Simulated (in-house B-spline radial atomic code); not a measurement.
Computed with a B-spline radial atomic code. Model: two electrons, singlet ground state, non-relativistic, full CI in B-splines with partial waves to l = 8 (at full coupling up to 3e-4 hartree above the limit, correlation up to 0.6 % small), density held at that of full coupling by Lieb maximisation.

W(λ) is the mean repulsion in the state of coupling λ less the Hartree energy of the fixed density. Its start is exact exchange, its initial slope is twice the second-order Görling-Levy correlation energy, and its area from 0 to 1 is E_xc. A straight curve means weak, dynamic correlation, and a curve that drops fast and flattens means strong correlation.

Command:
```bash
python run_ac.py task.json out
```
Settings (lengths in bohr, energies in hartree):
```
potential              harmonic
strength               0.228
lmax                   8
```

Run time, properties included: 12 s on 1 thread of Intel(R) Xeon(R) Processor @ 2.30GHz, with other jobs on the host.

**W = mean repulsion less Hartree energy, and W of three functionals.**

Given: confinement harmonic well; well frequency 0.228 hartree; external potential omega^2 r^2/2.

Computed: LDA exchange minus exact 47.947 millihartree; SCAN exchange minus exact 0.36544 millihartree.

| coupling | W xc (hartree) | W xc minus exchange (millihartree) | kinetic minus Kohn-Sham (millihartree) | LDA (PW92) W minus its exchange (millihartree) | PBE W minus its exchange (millihartree) | SCAN W minus its exchange (millihartree) |
| --- | --- | --- | --- | --- | --- | --- |
| 0 | -0.33516 | 0 | 0 | 0 | 0 | 0 |
| 0.02 | -0.33718 | -2.021 | 0.02 | -9.41 | -3.34 | -1.87 |
| 0.05 | -0.34011 | -4.945 | 0.12 | -18.37 | -7.8 | -4.54 |
| 0.12 | -0.34647 | -11.307 | 0.66 | -33.2 | -16.67 | -10.28 |
| 0.25 | -0.35677 | -21.611 | 2.55 | -52.12 | -29.78 | -19.6 |
| 0.4 | -0.36665 | -31.495 | 5.73 | -67.77 | -41.69 | -28.71 |
| 0.6 | ? | ? | ? | ? | ? | ? |
| 0.8 | -0.38574 | -50.576 | 16.89 | -95.35 | -64.33 | -47.24 |
| 1 | -0.39261 | -57.446 | 23.05 | -105.05 | -72.67 | -54.32 |
| 1.4 | -0.40308 | -67.915 | 35.5 | -120.01 | -85.82 | -65.6 |
| 2 | ? | ? | ? | ? | ? | ? |
| 3 | -0.42488 | -89.716 | 80.73 | -153.29 | -116.04 | -90.72 |
| 4.5 | -0.43458 | -99.419 | 116.45 | -169.62 | -131.21 | -101.89 |
| 7 | -0.44358 | -108.42 | 167.02 | -185.82 | -146.41 | -111.39 |
| 10 | -0.44975 | -114.59 | 218.69 | -197.56 | -157.5 | -117.05 |

Problem. What belongs in the row 0.6?

Solution. W xc (hartree): -0.37728; W xc minus exchange (millihartree): -42.118; kinetic minus Kohn-Sham (millihartree): 11; LDA (PW92) W minus its exchange (millihartree): -83.35; PBE W minus its exchange (millihartree): -54.26; SCAN W minus its exchange (millihartree): -38.84.

Problem. What belongs in the row 2?

Solution. W xc (hartree): -0.41378; W xc minus exchange (millihartree): -78.616; kinetic minus Kohn-Sham (millihartree): 53.46; LDA (PW92) W minus its exchange (millihartree): -135.86; PBE W minus its exchange (millihartree): -100.08; SCAN W minus its exchange (millihartree): -77.73.

Problem. What is the PBE exchange minus exact?

Solution. 14.229 millihartree.

**Energy parts, natural occupations and partial-wave weights.**

Computed: total energy 1.0060 hartree; exchange energy -0.33516 hartree; correlation energy -0.034392 hartree; kinetic part of the DFT correlation energy 0.023054 hartree; initial slope twice GL2 -0.10244 hartree; Hartree energy 0.67032 hartree; Kohn-Sham kinetic 0.27165 hartree.

```json
{"natural": "s", "occupation of the shell (electrons)": "1.9024"}
{"natural": "p", "occupation of the shell (electrons)": "0.091037"}
{"natural": "s", "occupation of the shell (electrons)": "0.0046214"}
{"natural": "d", "occupation of the shell (electrons)": "0.0013309"}
{"natural": "p", "occupation of the shell (electrons)": "?"}
{"natural": "f", "occupation of the shell (electrons)": "0.00014459"}
```

Problem. What belongs in the row p?

Solution. occupation of the shell (electrons): 0.00032015.

| wave | weight |
| --- | --- |
| s | 0.95352 |
| p | 0.045686 |
| d | ? |
| f | 7.9369e-05 |
| g | 1.695e-05 |

Problem. What belongs in the row d?

Solution. weight: 0.00069241.

Problem. What is the Lieb Oxford ratio E_xc over LDA exchange?

Solution. 1.2867.

Problem. What is the kinetic part over minus potential part?

Solution. 0.40132.

Half-way to full coupling W has made 64 % of its drop, against 50 % for a straight line, and second-order (GL2) theory, half the initial slope, overshoots the correlation energy by about 49 %: a marked bend. Over couplings 0 to 1 the errors in E_xc come to about +12 millihartree for LDA, +3.9 millihartree for PBE, +2.9 millihartree for SCAN, so SCAN is nearest. In LDA and PBE the errors of exchange and correlation have opposite signs, so the sum is smaller than the larger of the two.
